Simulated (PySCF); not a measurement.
Compound: C7H10F3N.
Numbering: `[CH3:1][C@@H:2]1[CH2:3][CH2:4][CH2:5][N:6]=[C:7]1[C:8]([F:9])([F:10])[F:11]` (hydrogens: H12, H13, H14 on C1; H15 on C2; H16, H17 on C3; H18, H19 on C4; H20, H21 on C5)

Method: PySCF, PBE0-D3(BJ)/def2-SVP geometry optimisation, gas phase; density fitting, grid level 1; the optimiser is geomeTRIC in internal coordinates, started from a GFN2-xTB structure.

Step 0: E = -17032.6017 eV
```
atom  x, y, z in Å  |  force x, y, z in eV/Å
C1      1.5672    1.4085    0.3019   -0.301  -0.269  -0.316
C2      0.4628    0.5579   -0.3283   -0.197   0.337   0.510
C3     -0.9113    1.2031   -0.1126    0.038  -0.662  -0.472
C4     -2.0187    0.2164   -0.4666    0.324  -0.042   0.610
C5     -1.9008   -1.0129    0.4329    0.173   0.405  -0.479
N6     -0.5718   -1.5251    0.5594   -0.021  -0.503   0.277
C7      0.4317   -0.8468    0.2237    0.482   0.115  -0.233
C8      1.7664   -1.5525    0.3870    0.762  -0.888   0.158
F9      1.6427   -2.8762    0.4862   -0.163   0.393  -0.010
F10     2.5869   -1.3248   -0.6563   -0.291   0.193  -0.018
F11     2.4315   -1.1461    1.4833   -0.273   0.140  -0.093
H12     1.4790    2.4320   -0.0558   -0.015   0.420  -0.121
H13     1.4776    1.4128    1.3863   -0.010   0.041   0.412
H14     2.5555    1.0427    0.0381    0.389  -0.094  -0.054
H15     0.6611    0.4731   -1.4053    0.039  -0.015  -0.244
H16    -1.0070    1.4928    0.9365   -0.013   0.173   0.349
H17    -0.9921    2.1057   -0.7202    0.011   0.330  -0.105
H18    -1.9153   -0.0883   -1.5103   -0.040  -0.072  -0.369
H19    -2.9995    0.6751   -0.3397   -0.359   0.124  -0.063
H20    -2.5132   -1.8409    0.0646   -0.311  -0.146  -0.009
H21    -2.2414   -0.7896    1.4496   -0.225   0.021   0.270
```

**Question.** Estimate the geometry and energy of step 1. (The exact step hangs on the optimiser's Hessian estimate; all steps are aligned on step 0, rigid shifts and turns removed.)

**Answer.** E = -17032.6538 eV, largest force 0.554 eV/Å
```
atom  x, y, z in Å  |  force x, y, z in eV/Å
C1      1.5695    1.4183    0.3047    0.053   0.019   0.048
C2      0.4657    0.5505   -0.2938    0.017  -0.015  -0.144
C3     -0.9068    1.1903   -0.1007    0.007   0.080   0.075
C4     -2.0169    0.2221   -0.4622   -0.034   0.019  -0.094
C5     -1.9038   -1.0225    0.4011   -0.083  -0.066   0.079
N6     -0.5746   -1.5649    0.5351    0.014  -0.018  -0.015
C7      0.4406   -0.8754    0.2287    0.053  -0.087   0.083
C8      1.7860   -1.5819    0.3908   -0.279   0.476  -0.055
F9      1.6705   -2.8744    0.6029    0.050  -0.128  -0.057
F10     2.5205   -1.3894   -0.7181    0.082  -0.136   0.072
F11     2.4695   -1.0524    1.4170    0.071  -0.139   0.004
H12     1.4753    2.4490   -0.0706   -0.017  -0.024  -0.015
H13     1.4951    1.4500    1.4030    0.011   0.021  -0.030
H14     2.5730    1.0559    0.0438   -0.020   0.022   0.013
H15     0.6629    0.4614   -1.3818   -0.012   0.010   0.063
H16    -1.0101    1.4904    0.9598    0.000  -0.006  -0.057
H17    -0.9664    2.1175   -0.6938    0.002  -0.036   0.016
H18    -1.9305   -0.0578   -1.5284    0.000   0.009   0.054
H19    -3.0105    0.6832   -0.3376    0.040  -0.022   0.000
H20    -2.5533   -1.8319    0.0259    0.028   0.026   0.011
H21    -2.2647   -0.8210    1.4286    0.015  -0.005  -0.050
```

The energy changes by -0.0521 eV. The first-order estimate −F·Δx gives -0.1406 eV and the mean of the old and new forces, exact on a quadratic surface, -0.0502 eV. The step makes an angle of 77° with the force vector and moves no atom by more than 0.121 Å.

The cost below is that of the whole optimisation. The run took 2.8 min wall on Arm Neoverse V1, one thread, shared host, and the process peaked at 0.97 GiB of memory.
